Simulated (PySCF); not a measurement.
Sm³⁺ (samarium, charge +3) across methods

[Xe] 4f5, one real determinant. Calculation: PySCF 2.14, in x2c-TZVPPall (11s7p7d4f2g, 113 functions); scalar relativity by spin-free X2C-1e.

```csv
method,E (hartree),mean ε 5p α (eV),mean ε 5p β (eV),mean ε 4f α (eV),Σ⟨r²⟩ (bohr²),⟨S²⟩
PBE0,-10424.79,-52.609,-50.805,-36.937,36.16,8.752
UHF,-10421.39795,-57.196,-54.793,-45.091,36.20,8.754
PBE,-10424.81,-50.686,-49.004,-33.975,36.23,8.752
LDA,-10417.06,-50.900,-49.254,-34.159,36.21,8.752
r2SCAN,-10425.15,-51.450,-49.510,-34.391,36.16,8.754
```

⟨L²⟩ = 24.01 against 30 for a pure H term, so this real determinant mixes terms. Spin-orbit coupling, absent here, splits the open shell strongly.
